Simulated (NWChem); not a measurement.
System: CH$_{4}$F$_{3}$NSi; SMILES F[Si](F)(NC)F

The following NWChem deck was run.

```
start job
memory heap 200 mb stack 900 mb global 1100 mb
geometry units angstroms noautoz
  C     -0.080069     2.385538     0.073276
  N      0.667999     1.146967     0.132284
  Si     0.031086    -0.402455     0.001437
  F     -0.675990    -0.992404     1.316055
  F      1.207011    -1.426717    -0.360431
  F     -1.107945    -0.443569    -1.124940
  H     -0.245522     2.838677     1.066259
  H     -1.065735     2.202835    -0.379009
  H      0.428232     3.127004    -0.563700
  H      1.647631     1.241111     0.374327
end
basis spherical
  C library 6-31g*
  N library 6-31g*
  Si library 6-31g*
  F library 6-31g*
  H library 6-31g*
end
dft
  xc scan
  iterations 150
  mulliken
end
task dft energy
```

NWChem printed, in part:

```
             Northwest Computational Chemistry Package (NWChem) 7.3.0
             --------------------------------------------------------

 C1  symmetry detected

                             Geometry "geometry" -> ""
                             -------------------------

 Output coordinates in angstroms (scale by  1.889725989 to convert to a.u.)

  No.       Tag          Charge          X              Y              Z
 ---- ---------------- ---------- -------------- -------------- --------------
    1 C                    6.0000    -0.03001069     2.38042051     0.07724958
    2 N                    7.0000     0.69192907     1.12562521     0.11516454
    3 Si                  14.0000     0.01853287    -0.40902360    -0.00681172
    4 F                    9.0000    -0.67177650    -0.98866777     1.32123285
    5 F                    9.0000     1.16341960    -1.45720356    -0.39849251
    6 F                    9.0000    -1.14596300    -0.42083023    -1.10754652
    7 H                    1.0000    -0.16332927     2.83309416     1.07526642
    8 H                    1.0000    -1.02927768     2.22103258    -0.35349457
    9 H                    1.0000     0.48004681     3.11317290    -0.56834740
   10 H                    1.0000     1.67853977     1.19744525     0.33554595

 Effective nuclear repulsion energy (a.u.)     343.2254450074

                                 NWChem DFT Module
                                 -----------------

 Summary of "ao basis" -> "ao basis" (spherical)
 ------------------------------------------------------------------------------
       Tag                 Description            Shells   Functions and Types
 ---------------- ------------------------------  ------  ---------------------
 C                           6-31g*                  6       14   3s2p1d
 N                           6-31g*                  6       14   3s2p1d
 Si                          6-31g*                  8       18   4s3p1d
 F                           6-31g*                  6       14   3s2p1d
 H                           6-31g*                  2        2   2s

            General Information
            -------------------
          SCF calculation type: DFT
          Wavefunction type:  closed shell.
          No. of atoms     :    10
          No. of electrons :    58
           Alpha electrons :    29
            Beta electrons :    29
          Charge           :     0
          Spin multiplicity:     1
          Use of symmetry is: off; symmetry adaption is: off
          Maximum number of iterations: 150
          AO basis - number of functions:    96
                     number of shells:    46
          Convergence on energy requested:  1.00D-06
          Convergence on density requested:  1.00D-05
          Convergence on gradient requested:  5.00D-04

              XC Information
              --------------
                         SCAN Method XC Functional
                  SCAN metaGGA Exchange Functional  1.000
                        SCAN Correlation Potential  1.000

             Grid Information
             ----------------
          Grid used for XC integration:  medium
          Radial quadrature: Mura-Knowles
          Angular quadrature: Lebedev.
          Tag              B.-S. Rad. Rad. Pts. Rad. Cut. Ang. Pts.
          ---              ---------- --------- --------- ---------
          C                   0.70       49          10.0       434
          N                   0.65       49           7.0       434
          Si                  1.10       88          10.0       590
          F                   0.50       49          11.0       434
          H                   0.35       45          11.0       434
          Grid pruning is: on
          Number of quadrature shells:   513
          Spatial weights used:  Erf1

      Superposition of Atomic Density Guess
      -------------------------------------

 Sum of atomic energies:        -680.88122614

      Non-variational initial energy
      ------------------------------

 Total energy =    -682.854794
 1-e energy   =   -1627.610563
 2-e energy   =     601.530324
 HOMO         =      -0.306163
 LUMO         =       0.049550

     ---------------------------------------------
      Total Density - Mulliken Population Analysis
     ---------------------------------------------

    Atom       Charge   Shell Charges
 -----------   ------   -------------------------------------------------------
    1 C    6     6.39   2.00  0.70  1.92  0.64  1.08  0.05
    2 N    7     7.94   2.00  0.80  2.61  0.76  1.75  0.02
    3 Si  14    11.96   2.00  2.00  5.97  0.60  0.89  0.04  0.16  0.30
    4 F    9     9.60   2.00  0.95  3.46  1.00  2.18  0.01
    5 F    9     9.59   2.00  0.95  3.46  1.00  2.18  0.01
    6 F    9     9.60   2.00  0.95  3.46  1.00  2.19  0.01
    7 H    1     0.80   0.48  0.32
    8 H    1     0.79   0.47  0.31
    9 H    1     0.79   0.47  0.31
   10 H    1     0.56   0.41  0.15

   convergence    iter        energy       DeltaE   RMS-Dens  Diis-err
 ---------------- ----- ----------------- --------- --------- ---------
 d= 0,ls=0.0,diis     1   -684.2806413437 -1.03D+03  1.40D-02  1.02D+00
 d= 0,ls=0.0,diis     2   -684.2186689373  6.20D-02  7.28D-03  2.02D+00
 d= 0,ls=0.0,diis     3   -684.3828020308 -1.64D-01  1.08D-03  3.07D-02
 d= 0,ls=0.0,diis     4   -684.3843446932 -1.54D-03  5.85D-04  8.10D-03
 d= 0,ls=0.0,diis     5   -684.3851158771 -7.71D-04  1.63D-04  6.97D-04
  Resetting Diis
 d= 0,ls=0.0,diis     6   -684.3851921402 -7.63D-05  1.84D-05  4.21D-06
 d= 0,ls=0.0,diis     7   -684.3851925917 -4.52D-07  1.14D-05  7.83D-07
 d= 0,ls=0.0,diis     8   -684.3851925111  8.06D-08  6.60D-06  1.57D-06

         Total DFT energy =     -684.385192511148
      One electron energy =    -1631.411439958554
           Coulomb energy =      670.132528761736
    Exchange-Corr. energy =      -66.331726321721
 Nuclear repulsion energy =      343.225445007391

 Numeric. integr. density =       57.999997237702

                       DFT Final Molecular Orbital Analysis
                       ------------------------------------

 Vector   27  Occ=2.000000D+00  E=-3.579606D-01
              MO Center= -3.3D-01, -9.1D-01,  1.4D-01, r^2= 2.6D+00
   Bfn.  Coefficient  Atom+Function         Bfn.  Coefficient  Atom+Function
  ----- ------------  ---------------      ----- ------------  ---------------
    49      0.396602   4 F  px               65     -0.327476   5 F  pz
    79      0.297484   6 F  pz               53      0.281137   4 F  px
    69     -0.236491   5 F  pz               77     -0.219589   6 F  px
    83      0.211050   6 F  pz               81     -0.159456   6 F  px
    51      0.146683   4 F  pz               50     -0.144266   4 F  py

 Vector   28  Occ=2.000000D+00  E=-3.524280D-01
              MO Center=  3.5D-02,  1.5D+00, -2.1D-02, r^2= 3.2D+00
   Bfn.  Coefficient  Atom+Function         Bfn.  Coefficient  Atom+Function
  ----- ------------  ---------------      ----- ------------  ---------------
     3      0.258820   1 C  px                4      0.221306   1 C  py
    18     -0.210772   2 N  py               91     -0.210043   8 H  s
    17     -0.182265   2 N  px               92     -0.175432   8 H  s
    93      0.162368   9 H  s                50     -0.161040   4 F  py
    36      0.145944   3 Si py               94      0.145202   9 H  s

 Vector   29  Occ=2.000000D+00  E=-2.363138D-01
              MO Center=  5.1D-01,  1.2D+00,  1.4D-01, r^2= 1.9D+00
   Bfn.  Coefficient  Atom+Function         Bfn.  Coefficient  Atom+Function
  ----- ------------  ---------------      ----- ------------  ---------------
    19      0.526182   2 N  pz               23      0.464194   2 N  pz
    90     -0.171827   7 H  s                 5     -0.149373   1 C  pz
    89     -0.145586   7 H  s                94      0.131324   9 H  s
    93      0.112850   9 H  s                50     -0.102544   4 F  py
    17     -0.096472   2 N  px               37      0.093819   3 Si pz

 Vector   30  Occ=0.000000D+00  E= 2.824653D-02
              MO Center=  1.8D-01,  2.7D-01,  1.1D-01, r^2= 4.5D+00
   Bfn.  Coefficient  Atom+Function         Bfn.  Coefficient  Atom+Function
  ----- ------------  ---------------      ----- ------------  ---------------
    38      1.155804   3 Si s                20     -0.981027   2 N  s
    96      0.533026  10 H  s                 6     -0.328463   1 C  s
    80     -0.313836   6 F  s                52     -0.310732   4 F  s
     8     -0.264530   1 C  py               92      0.264220   8 H  s
    66     -0.251374   5 F  s                 7      0.228004   1 C  px

 Vector   31  Occ=0.000000D+00  E= 6.294181D-02
              MO Center=  2.9D-01,  4.5D-01,  9.5D-02, r^2= 5.0D+00
   Bfn.  Coefficient  Atom+Function         Bfn.  Coefficient  Atom+Function
  ----- ------------  ---------------      ----- ------------  ---------------
     6      1.200324   1 C  s                94     -0.626831   9 H  s
    39      0.522485   3 Si px               66     -0.396451   5 F  s
    96     -0.371683  10 H  s                38      0.352067   3 Si s
    92     -0.352026   8 H  s                35      0.340805   3 Si px
    40     -0.325338   3 Si py               90     -0.311515   7 H  s

 Vector   32  Occ=0.000000D+00  E= 9.279358D-02
              MO Center=  3.2D-01,  3.5D-01, -5.3D-02, r^2= 5.6D+00
   Bfn.  Coefficient  Atom+Function         Bfn.  Coefficient  Atom+Function
  ----- ------------  ---------------      ----- ------------  ---------------
    20      0.824287   2 N  s                96     -0.746045  10 H  s
    92      0.518286   8 H  s                41     -0.468686   3 Si pz
    39     -0.412810   3 Si px                8      0.396862   1 C  py
    90     -0.382574   7 H  s                80     -0.375621   6 F  s
    38      0.314619   3 Si s                40     -0.294534   3 Si py

[...]
```

Level: SCAN/6-31G* (spherical d). Coordinates come from a PBE0/def2-SVP optimisation.
